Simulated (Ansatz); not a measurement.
`F[SiH]1[CH2][AlH]1`, 8 atoms. The species carries charge 0 and has multiplicity 1. All runs use 2 threads of an Arm Neoverse V2 on a shared host. Correlated methods freeze the cores.

Give the basis size and wall time and peak host memory of each of these runs in Ansatz. RHF-CCSD(T)/def2-TZVPP energy; RKS PBE0-D4/def2-TZVPP energy; RHF-CCSD(T)/def2-SVP energy; RKS r2SCAN0-D4/def2-TZVPP energy; RKS PBE0-D4/def2-TZVP frequencies; RKS B97M-V/def2-TZVPP energy; RKS PBE0-D4/def2-QZVPP energy; RKS r2SCANh-D4/def2-TZVPP energy; RKS ωB97M-V/def2-QZVPP energy; RKS PBE0-D4/def2-SVP energy; RHF-MP2/def2-QZVPP energy; RKS ωB97M-V/def2-SVP energy. (Estimate.)

Ansatz gave: Other jobs shared the machine, so times are rough.

```csv
level,job,functions,wall time,peak host memory (GiB)
RKS PBE0-D4/def2-SVP,energy,84,1.3 s,0.15
RHF-CCSD(T)/def2-SVP,energy,84,2.2 s,0.23
RKS PBE0-D4/def2-TZVPP,energy,202,3.3 s,0.4
RKS r2SCAN0-D4/def2-TZVPP,energy,202,6 s,0.43
RKS r2SCANh-D4/def2-TZVPP,energy,202,6 s,0.42
RKS ωB97M-V/def2-SVP,energy,84,6.5 s,0.23
RKS PBE0-D4/def2-QZVPP,energy,374,8.5 s,1.1
RKS B97M-V/def2-TZVPP,energy,202,10 s,0.3
RHF-MP2/def2-QZVPP,energy,374,17 s,1.6
RKS ωB97M-V/def2-QZVPP,energy,374,22 s,1.2
RHF-CCSD(T)/def2-TZVPP,energy,202,56 s,2.4
RKS PBE0-D4/def2-TZVP,frequencies,160,95 s,0.33
```
